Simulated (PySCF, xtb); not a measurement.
ClF2H3SSi2, SMILES F[SiH](F)S[SiH2]Cl.

GFN2-xTB (xtb) at its own geometry gives an orbital gap of 4.64 eV and a dipole moment of 3.63 D.

Geometry optimised at PBE-D3(BJ)/def2-SVP. This is a generated structure with no PubChem entry under its InChIKey; it may be hypothetical. Other conformers were not sampled.

What does CAM-B3LYP/def2-TZVP (PySCF) give? (The exact figures need the calculation; the answer reports its results.)

gap 10.13 eV (levels -9.66 and 0.47 eV), dipole 2.10 D.
